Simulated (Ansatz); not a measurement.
Geometry optimisation, RKS PBE-D4/def2-SVP (Ansatz).

The input (input.yaml):

```yaml
crystal:
  periodic: [false, false, false]
  atoms:
    - { symbol: "N", position_ang: [-1.1808, 2.2717, 0.9556] }
    - { symbol: C, position_ang: [-0.1284, 1.4268, 0.6489] }
    - { symbol: O, position_ang: [-0.4756, 0.7381, -0.55] }
    - { symbol: Si, position_ang: [0.7193, -0.3799, -1.1131] }
    - { symbol: Si, position_ang: [0.346, -2.4592, -0.1137] }
    - { symbol: H, position_ang: [-1.3551, 2.9255, 0.1232] }
    - { symbol: H, position_ang: [-2.0441, 1.7455, 0.9745] }
    - { symbol: H, position_ang: [0.049, 0.7561, 1.484] }
    - { symbol: H, position_ang: [0.7929, 2.0406, 0.5677] }
    - { symbol: H, position_ang: [2.023, 0.113, -0.8291] }
    - { symbol: H, position_ang: [0.4587, -0.5111, -2.5588] }
    - { symbol: H, position_ang: [1.3613, -3.4289, -0.5791] }
    - { symbol: H, position_ang: [0.4671, -2.294, 1.3616] }
    - { symbol: H, position_ang: [-1.0463, -2.9734, -0.3429] }
basis:
  gaussian: { orbitals: def2-SVP }
hamiltonian:
  xc: pbe
  dispersion: d4
relax:
  f_tol: 0.015
  max_steps: 40
```

Launched with:

```bash
$ ansatz run input.yaml --threads 2 --pin off --max-ram 3072MiB --backend cpu --events-out ev --progress --plain --runs-dir out
```

Q: Where does it end, and by what steps?

A: It converged. The force dipped under the threshold on the way, but the program's further checks kept it going. After 17 steps the energy has fallen by 0.378 eV; H8 moved furthest, 0.61 Å.

```
step  energy less start (eV)  largest force component (eV/Å)  accepted
   0                  0.0000                           2.808       yes
   1                 -0.2971                           0.818       yes
   2                 -0.3471                           0.366       yes
   3                 -0.3624                           0.211       yes
   4                 -0.3590                           0.791        no
   5                 -0.3706                           0.105       yes
   6                 -0.3736                           0.037       yes
   7                 -0.3710                           0.348        no
   8                 -0.3614                           0.408        no
   9                 -0.3747                           0.009       yes
  10                 -0.3760                           0.056       yes
  11                 -0.3757                           0.103        no
  12                 -0.3766                           0.032       yes
  13                 -0.3771                           0.032       yes
  14                 -0.3773                           0.037       yes
  15                 -0.3774                           0.031       yes
  16                 -0.3776                           0.018       yes
  17                 -0.3776                           0.006       yes
```

```xyz
14
Properties=species:S:1:pos:R:3
N -1.261 2.323 0.942
C -0.285 1.317 0.703
O -0.295 0.846 -0.661
Si 0.724 -0.371 -1.233
Si 0.452 -2.383 -0.022
H -1.103 3.133 0.330
H -2.203 1.969 0.733
H -0.474 0.459 1.391
H 0.724 1.727 0.942
H 2.178 0.046 -1.162
H 0.350 -0.577 -2.672
H 1.302 -3.470 -0.630
H 0.863 -2.219 1.419
H -0.987 -2.828 -0.051
```

The run took 27 s on 2 threads of Intel(R) Xeon(R) 6975P-C (Granite Rapids) (shared host), peak memory 0.19 GiB.
